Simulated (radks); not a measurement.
Question: The table gives one normalised radial function P(r) = r R(r) of N3+ in [He] 2p2 (r in bohr). Method: scalar-relativistic Kohn-Sham, SOGGA, spin-polarised, spherical densities, point nucleus; open shells are filled with parallel spins first; computed with a radial shooting solver on a logarithmic mesh with Libxc functionals.

r	P
0.009666	0.3180
0.01181	0.3825
0.01442	0.4587
0.01761	0.5477
0.02134	0.6464
0.02607	0.7637
0.03184	0.8957
0.03889	1.0414
0.0475	1.1979
0.05755	1.3535
0.07029	1.5136
0.08585	1.6608
0.1049	1.7809
0.1281	1.8574
0.1552	1.8742
0.1895	1.8190
0.2315	1.6824
0.2828	1.4684
0.3426	1.2068
0.4185	0.9065
0.5111	0.6160
0.6243	0.3710
0.7625	0.1931
0.9239	0.0872
1.128	0.0308
1.378	0.0084
1.684	0.0017
2.056	0.0002
2.491	0.0000
3.043	0.0000
3.717	0.0000

Which n and l does it have? It may be an empty orbital.

Answer: n = 1, l = 0: the number of nodes gives n - l - 1 = 0, the rise at small r (about r^(l+1)) gives l, and the extent must fit the shell. The curve is that of 1s up; the table hardly tells the two spins apart. 1s up: eigenvalue -446.02 eV, 0 radial nodes, <r> = 0.230 bohr, 90 % of the charge inside 0.412 bohr.
